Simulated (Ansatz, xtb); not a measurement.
**Relative energy of two isomers of C4H6B2S**

Structure X is `BC1=CC=CB1S`, a singlet and structure Y is `BC1=CB(S)C=C1`, a singlet. Both are isolated molecules in the gas phase, relaxed with B3LYP/def2-SVP; the shapes shown needn't be the lowest conformers.

X (Å):

```xyz
13

C    -0.9160    0.2596   -1.1036
C    -0.4619    1.4773   -0.6657
C     0.0493    1.4626    0.7330
C    -0.0466    0.2275    1.2800
B    -1.4851    0.0399   -2.5072
B    -0.6811   -0.6845    0.1516
S    -1.0794   -2.4221    0.2041
H    -1.5480    0.9682   -3.2830
H    -1.8793   -1.0437   -2.8728
H    -0.4636    2.3931   -1.2691
H     0.4448    2.3586    1.2220
H     0.2711   -0.0093    2.2982
H    -0.6740   -2.6769    1.4717
```

Y (Å):

```xyz
13

C    -1.2886   -0.6018   -1.1415
C    -0.9154    0.6932   -1.3677
C     1.0256   -0.6249   -0.4910
C    -0.0938   -1.3732   -0.6117
B    -2.7054   -1.1533   -1.3991
B     0.6253    0.8094   -0.9696
S     1.5701    2.3177   -1.0955
H    -2.9811   -2.3111   -1.1882
H    -3.5592   -0.4118   -1.8223
H    -1.6074    1.4466   -1.7527
H     2.7580    1.8459   -0.6460
H     1.9785   -1.0140   -0.1261
H    -0.1781   -2.4373   -0.3636
```

Quicker runs give these differences E(Y) − E(X): GFN2-xTB +0.041 eV; HF/STO-3G +0.050 eV (at GFN2-xTB geometries); r2SCAN-D4/def2-SVP +0.170 eV (at GFN2-xTB geometries).

Problem. Estimate E(Y) − E(X) at the level CCSD(T)/def2-SVP + ΔMP2/def2-TZVPP.

Solution. Calculated at CCSD(T)/def2-SVP + ΔMP2/def2-TZVPP: E(Y) − E(X) = +0.130 eV, so structure X lies lower.

The same difference at several levels:

```json
{"level": "GFN2-xTB", "geometry": "GFN2-xTB", "E(Y) − E(X) (eV)": "+0.041", "departure from the last row (eV)": "−0.089", "job, with rough time for the two": "optimisation, 1.4 s"}
{"level": "HF/STO-3G", "geometry": "GFN2-xTB", "E(Y) − E(X) (eV)": "+0.050", "departure from the last row (eV)": "−0.081", "job, with rough time for the two": "single point, 2.1 s"}
{"level": "r2SCAN-D4/def2-SVP", "geometry": "GFN2-xTB", "E(Y) − E(X) (eV)": "+0.170", "departure from the last row (eV)": "+0.040", "job, with rough time for the two": "single point, 13 s"}
{"level": "B3LYP/def2-SVP", "geometry": "B3LYP/def2-SVP", "E(Y) − E(X) (eV)": "+0.143", "departure from the last row (eV)": "+0.013", "job, with rough time for the two": "optimisation, 2.3 min"}
{"level": "HF/def2-SVP", "geometry": "B3LYP/def2-SVP", "E(Y) − E(X) (eV)": "+0.123", "departure from the last row (eV)": "−0.008", "job, with rough time for the two": "part of the CCSD(T) run"}
{"level": "MP2/def2-SVP", "geometry": "B3LYP/def2-SVP", "E(Y) − E(X) (eV)": "+0.149", "departure from the last row (eV)": "+0.019", "job, with rough time for the two": "part of the CCSD(T) run"}
{"level": "CCSD(T)/def2-SVP", "geometry": "B3LYP/def2-SVP", "E(Y) − E(X) (eV)": "+0.125", "departure from the last row (eV)": "−0.005", "job, with rough time for the two": "single point"}
{"level": "CCSD(T)/def2-SVP + ΔMP2/def2-TZVPP", "geometry": "B3LYP/def2-SVP", "E(Y) − E(X) (eV)": "+0.130", "departure from the last row (eV)": "", "job, with rough time for the two": "single point, 3.6 min"}
```

As drawn, both hold the same kinds of bond in the same numbers.

None of the levels shown reverses the order. The largest departure from CCSD(T)/def2-SVP + ΔMP2/def2-TZVPP is that of GFN2-xTB, 0.089 eV. The last row adds to CCSD(T) the change of the MP2 difference between the two basis sets, here +0.005 eV.

With thermal terms from frequencies at re-optimised GFN2-xTB minima (ideal gas, soft modes damped towards free rotors, one conformer each, 298.15 K, 1 atm): on the last row, ΔE + ΔZPE = +0.132, ΔH = +0.132, ΔG = +0.133 eV.

The correlated steps freeze 11 core orbitals. Run with Ansatz 0.2.0, xtb 6.7.1; the last row on 2 threads of AMD EPYC (Zen 3) on a shared host.
